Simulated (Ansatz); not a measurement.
`CC[CH2][SnH3]` and `CCC[BH][AlH2]` differ in one atom or group.

Ansatz, PBE0-D4/def2-TZVP geometries, multiplicity 1. Each molecule was computed in one conformer, which needn't be the lowest.

Elements past krypton have def2 core potentials.

| property | `CC[CH2][SnH3]` |
| --- | --- |
| size of the dipole moment (ωB97M-V/def2-TZVPP) / D | 0.91 |
| size of the dipole moment (PBE/def2-TZVPP) / D | 1.03 |
| LUMO energy (ωB97M-V/def2-TZVPP) / eV | 1.63 |
| HOMO energy (PBE/def2-TZVPP) / eV | -6.68 |
| LUMO energy (PBE/def2-TZVPP) / eV | -0.39 |
| HOMO–LUMO gap (ωB97M-V/def2-TZVPP) / eV | 11.59 |

(1) Give the same properties after the change, and the shifts. (Estimate.)

Results:

(1) Computed: 
```csv
property,`CCC[BH][AlH2]`,shift
size of the dipole moment (ωB97M-V/def2-TZVPP) / D,1.48,0.57
size of the dipole moment (PBE/def2-TZVPP) / D,1.53,0.50
LUMO energy (ωB97M-V/def2-TZVPP) / eV,0.17,-1.46
HOMO energy (PBE/def2-TZVPP) / eV,-5.85,0.83
LUMO energy (PBE/def2-TZVPP) / eV,-2.66,-2.27
HOMO–LUMO gap (ωB97M-V/def2-TZVPP) / eV,9.28,-2.31
```

With PBE0 the HOMO rises by 0.83 eV and the LUMO falls by 2.04 eV, so the gap narrows by about 2.87 eV. PBE moves the HOMO by 0.83 eV and ωB97M-V by 0.85 eV. Dipoles are sizes alone; their direction can turn.
